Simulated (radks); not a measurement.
Zn II, configuration [Ar] 3d10 6s1 (not the ground configuration).

All-electron calculation, Dirac Kohn-Sham, PBEsol, spin-unpolarised, spherical densities, point nucleus. Program: a radial shooting solver on a logarithmic mesh with Libxc functionals.

Energy parts (Ry):
| part | energy |
|---|---|
| total | -3587.55078 |
| kinetic | 3653.84695 |
| electron-nucleus | -8622.39222 |
| Hartree | 1520.50264 |
| exchange-correlation | -139.50815 |

Orbitals (lengths in bohr, moments of r in powers of bohr; r(90%) holds 90 % of the orbital's charge):
orbital  occ.  eigenvalue (Ry)     <r^2>      <r>  r(90%)   <1/r>  small-component weight
1s1/2       2        -700.6209  0.003409  0.05033  0.0899   30.21                1.17e-02
2s1/2       2        -86.29477   0.06039   0.2261   0.350   6.616                2.24e-03
2p1/2       2        -76.17242   0.04721   0.1960   0.321   6.576                2.22e-03
2p3/2       4        -74.41984   0.04874   0.1994   0.326   6.419                2.18e-03
3s1/2       2        -10.76803    0.5382   0.6822    1.02   2.093                4.97e-04
3p1/2       2         -7.56583    0.5911   0.7071    1.09   1.960                4.48e-04
3p3/2       4         -7.34119    0.6094   0.7180    1.11   1.922                4.37e-04
3d3/2       4         -2.04683     1.011   0.8766    1.53   1.538                3.01e-04
3d5/2       6         -2.02013     1.027   0.8832    1.54   1.527                2.98e-04
6s1/2       1         -0.23509     121.6    10.46    14.4  0.1275                6.06e-06

The highest occupied level is 6s1/2 at -3.199 eV. Summed over all electrons, <r^2> = 136.9 bohr^2, which gives a Langevin (diamagnetic) susceptibility term of -108 x 10^-6 cm^3/mol. The density falls to 0.001 e/bohr^3 at r = 2.91 bohr.
